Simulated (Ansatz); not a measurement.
C2H7NSi2, SMILES `NC#C[SiH2][SiH3]`. Charge 0, multiplicity 1.

Cartesian coordinates in Å:
```
N 2.291 -1.278 -1.877
C 1.383 -0.486 -1.304
C 0.597 0.257 -0.755
Si -0.595 1.294 0.116
Si -1.548 0.025 1.836
H 2.578 -1.031 -2.811
H 2.175 -2.270 -1.738
H -1.665 1.765 -0.807
H 0.065 2.499 0.690
H -0.498 -0.432 2.785
H -2.233 -1.172 1.275
H -2.549 0.830 2.589
```

(1) List the harmonic frequencies (cm⁻¹, unscaled) at PBE0-D4/def2-TZVP in Ansatz. (Best estimate.)

(2) Is this a minimum?

(3) Give the ideal-gas thermochemistry at 298.15 K and 1 bar (rigid rotor, harmonic oscillator; point group C1, symmetry number 1).

(4) And at 400, 500, 600, 800 and 1000 K?

## Answers

(1) The calculation gave: 64, 74, 89, 136, 211, 355, 408, 413, 456, 514, 528, 564, 595, 722, 784, 881, 934, 937, 949, 1178, 1239, 1634, 2202, 2204, 2213, 2221, 2226, 2293, 3574, 3666.

(2) Yes, all 30 modes are real.

(3) Zero-point energy 204.9 kJ/mol; H(298) − E = 230.5 kJ/mol; entropy 384.2 J/(mol·K), of which translation 166.4, rotation 117.4, vibration 100.4; G(298) − E = 115.9 kJ/mol. Modes under 100 cm⁻¹ are hindered rotations or soft bends, so the harmonic entropy is rough.

(4) 
| T (K) | H − E (kJ/mol) | S (J/mol/K) | G − E (kJ/mol) |
| --- | --- | --- | --- |
| 400 | 245.3 | 426.7 | 74.6 |
| 500 | 261.7 | 463.4 | 30.1 |
| 600 | 279.8 | 496.3 | -18.0 |
| 800 | 319.7 | 553.4 | -123.1 |
| 1000 | 363.3 | 602.1 | -238.8 |
